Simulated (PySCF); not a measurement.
## `[SiH3]c1cc[se]c1`, C4H6SeSi

Geometry:
```
atom   x (Å)   y (Å)   z (Å)
 Si1  -1.941   0.123  -0.182
  C2  -0.102  -0.144   0.011
  C3   0.887   0.902  -0.050
  C4   2.171   0.492   0.116
 Se5   2.279  -1.325   0.378
  C6   0.447  -1.375   0.228
  H7  -2.640  -1.188  -0.043
  H8  -2.260   0.706  -1.520
  H9  -2.456   1.063   0.858
 H10   0.630   1.952  -0.218
 H11   3.062   1.121   0.104
 H12  -0.091  -2.321   0.314
```

Computed with UKS LC-wPBE/def2-SV(P) four-point reorganisation energy, gas phase (PySCF 2.14.0). Geometry: LC-wPBE/def2-SV(P).

The calculation is non-relativistic, which matters for the atoms heavier than Zn.

**Question.** What is the inner reorganisation energy for hole transfer, with the ionisation energy?

**Answer.** λ = 0.301 (surface of the oxidised species) + 0.320 (surface of the starting species) = 0.621 eV. The ionisation energy is 9.09 eV vertical and 8.79 eV adiabatic without zero-point energy; at the relaxed geometry of the oxidised species the two energies differ by 8.47 eV. Largest bond changes: C6–C2 1.365 → 1.428 Å, C2–C3 1.441 → 1.381 Å, C3–C4 1.358 → 1.415 Å, Si1–C2 1.868 → 1.917 Å, Si1–H9 1.494 → 1.484 Å. ⟨S²⟩ of the relaxed oxidised species 0.791.
